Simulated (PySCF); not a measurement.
Exercise with solution: dipole moment from atomic charges

H3MnO5, SMILES [OH][Mn]([OH])(=[O])([OH])=[O], multiplicity 1. Atoms are numbered in the order given.

```xyz
9

Mn     0.0985    -0.1028     0.0972
O      1.3343    -0.8128    -0.4783
O      0.3849     0.4679     1.5169
O     -1.1821     0.1630    -1.1708
H     -1.0377     1.0889    -1.4439
O     -1.0274    -1.4053     0.5186
H     -1.7381    -1.4176    -0.1481
O      0.4341     1.6750    -0.5200
H      0.7631     2.1966     0.2305
```

Geometry: B3LYP-D3(BJ)/def2-SVP. The spin state was assumed, not searched. Other conformers were not sampled.

Charges (e) from PBE/def2-TZVP run with PySCF:

| atom | IAO | Mulliken |
|---|---|---|
| Mn1 | 1.479 | 0.943 |
| O2 | -0.309 | -0.288 |
| O3 | -0.344 | -0.324 |
| O4 | -0.670 | -0.462 |
| H5 | 0.364 | 0.341 |
| O6 | -0.589 | -0.406 |
| H7 | 0.378 | 0.346 |
| O8 | -0.671 | -0.474 |
| H9 | 0.362 | 0.324 |

The dipole moment of the full density is 1.32 D.

Question: What dipole moment does each set of point charges give, and which comes closer to that of the density?

Answer: 
μ = Σ q r, and 1 e Å = 4.8032 D.
IAO: Σ q r = (-0.052, 0.188, 0.100) e Å, |μ| = 1.05 D.
Mulliken: Σ q r = (-0.367, 0.279, -0.154) e Å, |μ| = 2.33 D.
IAO comes closer in size. Point charges leave out the atoms' own dipoles (lone pairs, polarised bonds); fits to the potential absorb them, partitions of the density don't.
